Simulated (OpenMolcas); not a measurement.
# Computed transition rates of Cl3+

```
Program             : OpenMolcas 26.06
Method              : MS-CASPT2, IPEA 0.25 Eh, imaginary shift 0.1 Eh (closed shells correlated: 2s 2p)
Basis               : ANO-R3 [6s5p4d3f1g]
Scalar Hamiltonian  : X2C, finite nucleus
Active space        : 4 electrons in 4 orbitals (3s 3p)
State averaging     : 2S+1 = 3 even, 6 roots; 2S+1 = 1 even, 12 roots; 2S+1 = 5 odd, 1 root; 2S+1 = 3 odd, 9 roots; 2S+1 = 1 odd, 8 roots
Spin-orbit coupling : RASSI with atomic mean-field integrals over the reference wave functions, term energies averaged over their components
```

Rates come from the transition moments of the reference wave functions (E1 and E2 in the length form). At fixed line strength A goes as λ^-3 for E1 and M1 and as λ^-5 for E2, so a rate at the computed wavelength can be rescaled to the measured one. Measured vacuum wavelengths follow from level energies in Moore, Atomic Energy Levels, vol. I, NSRDS-NBS 35 (1971 reprint of NBS Circular 467, 1949). Branching counts decays inside the model space alone, at computed energies, and the table is only a selection of the E2 and M1 lines, drawn from those between levels with measured partners whose computed energy lies within a factor of 1.5 of the measured one.

```csv
Upper,Lower,Type,λ computed (nm),λ measured (nm),A computed (s-1),A rescaled (s-1),Branching %
3s2 3p2 1S0,3s2 3p2 1D2,E2,559.1,532.4,2.42e+00,3.09e+00,52.4
3s2 3p2 1S0,3s2 3p2 3P1,M1,328.4,311.9,2.17e+00,,47.0
3s2 3p2 1D2,3s2 3p2 3P2,M1,848.4,804.8,1.57e-01,,71.0
3s2 3p2 1D2,3s2 3p2 3P1,M1,795.7,753.3,6.35e-02,,28.7
3s2 3p2 1S0,3s2 3p2 3P2,E2,337,320.4,2.78e-02,,0.6
3s2 3p2 3P2,3s2 3p2 3P1,M1,12800,11760,6.45e-03,8.32e-03,100.0
3s2 3p2 3P1,3s2 3p2 3P0,M1,22300,20370,1.63e-03,2.14e-03,100.0
```

Spin-changing lines and M1 lines between different terms are not rescaled, since their strength hangs on the term gaps too.

The largest correction is for 3s2 3p2 3P1 → 3s2 3p2 3P0 (M1): 1.63e-03 × (22300 / 20370)^3 = 2.14e-03 s-1, a factor of 1.31.

The computed rate and branching of 3s2 3p2 3P1 → 3s2 3p2 3P0 give the upper level a radiative lifetime of 1.000 / 1.63e-03 s-1 = 6.13e+02 s, counting decays inside the model space alone. The rescaled rate gives about 4.7e+02 s.

No measured rate stands beside these. Rescaling mends the energy factor alone: line strengths can still be far off where a level mixes with configurations outside the active space, and weak or spin-changing lines hang on small mixing coefficients that depend on the term gaps too, so rescaling need not improve them.

CASPT2 does not keep the components of a term degenerate, so their means are used; among the terms shown or strongly mixed into the levels shown the widest spread is 85 cm-1 (3s2 3p2 1D). Over all roots computed the reference weight is 0.85 to 0.98; the roots of lowest weight are the least certain, and an intruder state may touch them. Computed and measured levels are paired by configuration, term and J; levels that our copy of the source lacks, or whose pairing is in doubt (as where it misses far off the trend of its configuration), stay unpaired. Levels of configurations outside the active space are missing.
